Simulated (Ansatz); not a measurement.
Consider the ligand exchange at a Zn–N bond: `C[N](C)[Zn][Cl]` + `O[SiH3]` → `[SiH3][O][Zn][Cl]` + `CNC`.

Program: Ansatz. Geometries: PBE0-D4/def2-TZVP. ΔE: electronic, gas phase. CCSD(T)/CBS adds triple-zeta CCSD(T) − MP2 to the extrapolated MP2 energy (def2 sets, frozen cores). Functionals use def2-TZVPP. For Zn outer-core shells are correlated without core-valence functions, which leaves a few kJ/mol of doubt a bond. Scalar relativity is left out up to krypton. Each species was taken in one conformer, which may not be the lowest.

`C[N](C)[Zn][Cl]`:

```xyz
11

C    -0.140    1.334   -0.087
N     0.142   -0.076   -0.092
C    -0.807   -0.836    0.676
Zn    1.540   -0.810   -0.958
Cl    3.162   -1.663   -1.966
H    -0.124    1.750    0.933
H    -1.134    1.553   -0.508
H     0.592    1.893   -0.676
H    -0.823   -0.522    1.732
H    -0.576   -1.904    0.658
H    -1.832   -0.717    0.289
```

`O[SiH3]`:

```xyz
6

O    -1.088   -0.011   -0.677
Si    0.240    0.123    0.289
H    -1.057   -0.644   -1.395
H     0.554   -1.162    0.974
H    -0.092    1.160    1.293
H     1.443    0.535   -0.485
```

`[SiH3][O][Zn][Cl]`:

```xyz
7

Si   -0.107   -1.026    0.641
O     0.634    0.199   -0.131
Zn    0.363    1.670   -1.045
Cl    0.131    3.423   -2.135
H    -0.981   -1.801   -0.287
H    -0.961   -0.526    1.756
H     0.923   -1.940    1.200
```

`CNC`:

Z-matrix (Å, degrees):
```
C
N 1 1.445
H 1 1.094 2 109.4
H 1 1.092 2 110.0 3 117.9
H 1 1.104 2 114.0 3 -120.2
C 2 1.445 1 112.8 3 65.3
H 2 1.011 1 109.8 3 -171.9
H 6 1.104 2 114.0 1 54.9
H 6 1.094 2 109.4 1 -65.3
H 6 1.092 2 110.0 1 176.8
```

```json
{"level": "BLYP-D4", "ΔE (kJ/mol)": "-45.4"}
{"level": "r2SCAN0-D4", "ΔE (kJ/mol)": "-53.0"}
{"level": "r2SCANh", "ΔE (kJ/mol)": "-51.5"}
{"level": "SCS-MP2/def2-QZVPP", "ΔE (kJ/mol)": "-56.5"}
```

Task: What does CCSD(T)/CBS give? (An estimate is asked.)

Result: Ansatz gave: -54.8 kJ/mol. The listed levels differ from it by 9.4, 1.8, 3.3, -1.7 kJ/mol.

Largest T1 diagnostic among the species: 0.015.

At CCSD(T), def2-SVP lies −11.3 kJ/mol from the extrapolated value and def2-TZVPP +2.1 kJ/mol. Leaving LDA and LC-ωPBE aside and taking each functional with its dispersion term where it has one, the values, not all of them listed here, spread over 17.1 kJ/mol, from BHLYP-D4 to revPBE-D4. LDA lies +9.4 kJ/mol from PBE without D4.
